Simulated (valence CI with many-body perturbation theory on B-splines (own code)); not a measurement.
Values are calculated unless marked as measured or tabulated.
Ladder of approximations for Ta⁶⁵⁺

Level of theory: relativistic CI+MBPT: six valence electrons over a frozen Dirac-Fock core [He], a basis of 9 s, 9 p, 8 d, 6 f, 3 g, 1 h functions for each j, with the one-electron correlation potential Σ1 (screened to all orders), the two-electron term Σ2, the three-electron term Σ3, Breit, model QED; selected single and double excitations, second order for the rest, scaled by the run's own slope (own B-spline code, finite nucleus).

The last digits are not significant, and no measured levels were compared; by estimate large intervals hold to a few tenths of a per cent, small ones and those within an open d or f shell to about a per cent. Among the levels kept, up to 2300 cm⁻¹ of a level comes from second order outside the variational space, and about a tenth of that is noise between levels of different J, which matters for small intervals.

Each rung adds one term. CI alone is the Dirac-Coulomb CI over the frozen core; QED comes last and gives the full result, which names the levels. Energies are above (2s^2 2p1/2^2 2p3/2^2) J=2 on the same rung, in × 10³ cm⁻¹.

Levels are named by their leading jj configuration (3d3/2^4 stands for four electrons in 3d with j = 3/2), which in mixed levels can hold well under half, so a name can repeat and another be missing.

```
                         Level  CI alone
    (2s^2 2p1/2^2 2p3/2^2) J=0    415.27
      (2s^2 2p1/2 2p3/2^3) J=1     10685
      (2s^2 2p1/2 2p3/2^3) J=2     10897
      (2s 2p1/2^2 2p3/2^3) J=2     13959
      (2s 2p1/2^2 2p3/2^3) J=1     14605
            (2s^2 2p3/2^4) J=0     21742
        (2s 2p1/2 2p3/2^4) J=0     24736
        (2s 2p1/2 2p3/2^4) J=1     25079
         (2p1/2^2 2p3/2^4) J=0     28854
   (2s^2 2p1/2^2 2p3/2 3s) J=2     67866
   (2s^2 2p1/2^2 2p3/2 3s) J=1     67934
(2s^2 2p1/2^2 2p3/2 3p1/2) J=1     68818
(2s^2 2p1/2^2 2p3/2 3p1/2) J=2     68847
(2s^2 2p1/2^2 2p3/2 3p3/2) J=3     71905
(2s^2 2p1/2^2 2p3/2 3p3/2) J=1     71903
(2s^2 2p1/2^2 2p3/2 3p3/2) J=2     72129
```

Task: What do these energies become with core correlation, Breit and QED?

Result: (2s^2 2p1/2^2 2p3/2^2) J=0 481.43 (+66.16); (2s^2 2p1/2 2p3/2^3) J=1 10596 (-88.96); (2s^2 2p1/2 2p3/2^3) J=2 10747 (-150.06); (2s 2p1/2^2 2p3/2^3) J=2 13813 (-145.69); (2s 2p1/2^2 2p3/2^3) J=1 14478 (-127.03); (2s^2 2p3/2^4) J=0 21542 (-199.42); (2s 2p1/2 2p3/2^4) J=0 24503 (-233.03); (2s 2p1/2 2p3/2^4) J=1 24810 (-269.06); (2p1/2^2 2p3/2^4) J=0 28597 (-256.72); (2s^2 2p1/2^2 2p3/2 3s) J=2 67807 (-58.22); (2s^2 2p1/2^2 2p3/2 3s) J=1 67879 (-54.51); (2s^2 2p1/2^2 2p3/2 3p1/2) J=1 68770 (-47.72); (2s^2 2p1/2^2 2p3/2 3p1/2) J=2 68782 (-64.78); (2s^2 2p1/2^2 2p3/2 3p3/2) J=3 71800 (-105.13); (2s^2 2p1/2^2 2p3/2 3p3/2) J=1 71804 (-99.21); (2s^2 2p1/2^2 2p3/2 3p3/2) J=2 72033 (-95.80).

Task: How does the ionisation energy move along the ladder, and which term matters most?

Result: CI alone 15839, + Σ1 15839, + Σ2 15840, + Σ3 15839, + Breit 15824, + QED 15822 eV. The largest step is Breit, -16 eV. NIST lists 15820 ± 30 eV (theoretical).
